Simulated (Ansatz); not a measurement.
Geometry optimisation, Ansatz 0.2.0, RKS PBE/def2-SVP.

The input (input.yaml):

```yaml
crystal:
  periodic: [false, false, false]
  atoms:
    - { symbol: Ta, position_ang: [-0.56372, -0.398646, 0.049557] }
    - { symbol: "N", position_ang: [2.747909, 0.081267, 0.167395] }
    - { symbol: H, position_ang: [3.035461, 0.360473, 1.113526] }
    - { symbol: H, position_ang: [3.5668, 0.189895, -0.444127] }
    - { symbol: Cl, position_ang: [0.050218, 0.077173, 2.299672] }
    - { symbol: "N", position_ang: [-0.17878, -0.137325, -1.879931] }
    - { symbol: H, position_ang: [0.088207, -0.945458, -2.45795] }
    - { symbol: H, position_ang: [0.104808, 0.733349, -2.34225] }
    - { symbol: "N", position_ang: [-1.047558, 1.543811, 0.008344] }
    - { symbol: H, position_ang: [-0.863415, 2.216507, 0.75925] }
    - { symbol: H, position_ang: [-1.340248, 2.045905, -0.838733] }
    - { symbol: Cl, position_ang: [-2.597475, -1.505768, 0.079255] }
    - { symbol: F, position_ang: [0.650658, -1.905543, 0.067257] }
    - { symbol: H, position_ang: [2.540736, -0.940541, 0.220936] }
basis:
  gaussian: { orbitals: def2-SVP }
hamiltonian:
  xc: pbe
relax:
  f_tol: 0.03
  max_steps: 50
output:
  orbitals: {}
```

Run as:

```bash
$ ansatz run input.yaml --threads 4 --pin off --max-ram 5120MiB --backend cpu --events-out ev --progress --plain --runs-dir out
```

Q: Where does it end, and by what steps?

A: The run converged. After 19 steps the energy has fallen by 0.742 eV; H4 moved furthest, 1.29 Å. Joined: Ta1–N2 (3.35 → 2.37 Å).

```
step  energy less start (eV)  largest force component (eV/Å)  accepted
   0                  0.0000                           0.556       yes
   1                 -0.0971                           0.662       yes
   2                 -0.2381                           0.569       yes
   3                 -0.4177                           0.639       yes
   4                 -0.5791                           0.419       yes
   5                 -0.6382                           0.765       yes
   6                 -0.6593                           0.744       yes
   7                 -0.6714                           0.699       yes
   8                 -0.6947                           0.393       yes
   9                 -0.7089                           0.097       yes
  10                 -0.7240                           0.290       yes
  11                 -0.7302                           0.315       yes
  12                 -0.7345                           0.231       yes
  13                 -0.7387                           0.136       yes
  14                 -0.7399                           0.096       yes
  15                 -0.7406                           0.051       yes
  16                 -0.7412                           0.039       yes
  17                 -0.7415                           0.054       yes
  18                 -0.7416                           0.041       yes
  19                 -0.7418                           0.015       yes
```

```xyz
14
Properties=species:S:1:pos:R:3
Ta -0.177 -0.418 0.098
N 2.133 0.070 0.255
H 2.342 0.325 1.231
H 2.452 0.831 -0.358
Cl 0.123 -0.177 2.502
N -0.029 -0.299 -1.903
H 0.308 -1.093 -2.459
H -0.318 0.468 -2.517
N -0.478 1.559 -0.088
H -0.830 2.085 0.723
H -0.329 2.203 -0.869
Cl -2.360 -1.240 0.372
F 0.681 -2.124 -0.212
H 2.674 -0.777 0.028
```

Whether the end is a true minimum wasn't checked by a vibrational analysis.

Time of the run: 61 s on 4 threads of Arm Neoverse V1, with other jobs on the host, peak memory 0.26 GiB.
